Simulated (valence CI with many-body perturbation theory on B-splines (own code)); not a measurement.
## Ladder of approximations for Ce50+

Computed by relativistic CI+MBPT: six valence electrons over a frozen Dirac-Fock core [He], radial functions for each j: 9 s, 9 p, 8 d, 6 f, 3 g, 1 h, with the one-electron correlation potential Σ1 (screened to all orders), the two-electron term Σ2, the three-electron term Σ3, Breit, model QED; selected single and double excitations, second order for the rest, scaled by the run's own slope (own B-spline code, finite nucleus).

No measured spectrum was set against this ion. As an estimate, large intervals hold to a few tenths of a per cent, small ones and those within an open d or f shell to about a per cent. Among the levels kept, up to 2400 cm⁻¹ of a level comes from second order outside the variational space, and about a tenth of that is noise between levels of different J, which matters for small intervals.

Each rung adds one term. CI alone is the Dirac-Coulomb CI over the frozen core; QED comes last and gives the full result, which names the levels. Energies are above (2s^2 2p1/2^2 2p3/2^2) J=2 on the same rung, in Ry.

Levels are named by their leading jj configuration (3d3/2^4 stands for four electrons in 3d with j = 3/2), which in mixed levels can hold well under half, so a name can repeat and another be missing. Letters in brackets count levels of one name in rising energy.

```tsv
Level	CI alone	+ Σ1	+ Σ2	+ Σ3	+ Breit	Full
(2s^2 2p1/2^2 2p3/2^2) J=0	2.83	2.83	2.85	2.84	3.11	3.11
(2s^2 2p1/2 2p3/2^3) J=1	34.17	34.18	34.18	34.18	33.83	33.89
(2s^2 2p1/2 2p3/2^3) J=2	35.71	35.72	35.73	35.72	35.11	35.17
(2s 2p1/2^2 2p3/2^3) J=2	55.49	55.47	55.45	55.44	55.43	54.94
(2s 2p1/2^2 2p3/2^3) J=1	59.77	59.76	59.73	59.71	59.78	59.29
(2s^2 2p3/2^4) J=0	70.88	70.89	70.91	70.91	70.09	70.20
(2s 2p1/2 2p3/2^4) J=0	90.30	90.30	90.29	90.27	89.90	89.46
(2s 2p1/2 2p3/2^4) J=1	92.87	92.87	92.84	92.82	92.32	91.89
(2p1/2^2 2p3/2^4) J=0	117.58	117.56	117.51	117.47	117.59	116.62
(2s^2 2p1/2^2 2p3/2 3s) J=2	382.04	382.06	382.07	382.05	381.66	381.77
(2s^2 2p1/2^2 2p3/2 3s) J=1	382.54	382.56	382.56	382.55	382.17	382.28
(2s^2 2p1/2^2 2p3/2 3p1/2) J=1	388.20	388.22	388.22	388.21	388.02	387.97
(2s^2 2p1/2^2 2p3/2 3p1/2) J=2	388.41	388.42	388.43	388.42	388.16	388.11
(2s^2 2p1/2^2 2p3/2 3p3/2) J=3	398.11	398.12	398.13	398.12	397.68	397.65
(2s^2 2p1/2^2 2p3/2 3p3/2) J=1	398.09	398.11	398.11	398.10	397.70	397.66
(2s^2 2p1/2^2 2p3/2 3p3/2) J=2	399.59	399.61	399.61	399.60	399.21	399.18
(2s^2 2p1/2^2 2p3/2 3p3/2) J=0	400.87	400.88	400.90	400.88	400.60	400.56
(2s^2 2p1/2^2 2p3/2 3d3/2) J=2	404.73	404.75	404.76	404.75	404.34	404.29
(2s^2 2p1/2^2 2p3/2 3d3/2) J=3	405.25	405.27	405.28	405.27	404.79	404.74
(2s^2 2p1/2^2 2p3/2 3d3/2) J=1	405.37	405.39	405.40	405.39	404.99	404.94
(2s^2 2p1/2^2 2p3/2 3d3/2) J=0	405.34	405.36	405.38	405.36	405.09	405.04
(2s^2 2p1/2^2 2p3/2 3d5/2) J=4	407.55	407.57	407.58	407.56	407.01	406.97
(2s^2 2p1/2^2 2p3/2 3d5/2) J=2	408.13	408.16	408.17	408.15	407.64	407.60
(2s^2 2p1/2^2 2p3/2 3d5/2) J=3	409.13	409.15	409.16	409.15	408.58	408.54
(2s^2 2p1/2^2 2p3/2 3d5/2) J=1	409.62	409.64	409.65	409.63	409.17	409.13
(2s^2 2p1/2 2p3/2^2 3s) J=2 [a]	415.26	415.29	415.30	415.29	414.40	414.57
(2s^2 2p1/2 2p3/2^2 3s) J=1 [a]	415.91	415.94	415.95	415.93	415.05	415.21
(2s^2 2p1/2 2p3/2^2 3s) J=3	417.26	417.29	417.30	417.28	416.04	416.21
(2s^2 2p1/2 2p3/2^2 3s) J=2 [b]	417.66	417.69	417.70	417.68	416.47	416.64
(2s^2 2p1/2 2p3/2^2 3s) J=0	419.37	419.39	419.42	419.40	418.62	418.78
(2s^2 2p1/2 2p3/2^2 3s) J=1 [b]	419.62	419.65	419.67	419.65	418.84	419.00
```

**Question.** How does the ionisation energy move along the ladder, and which term matters most?

**Answer.** CI alone 9553.6, + Σ1 9553.9, + Σ2 9554.1, + Σ3 9554.0, + Breit 9546.2, + QED 9545.6 eV. The largest step is Breit, -7.8 eV. NIST lists 9545 ± 4 eV (theoretical).
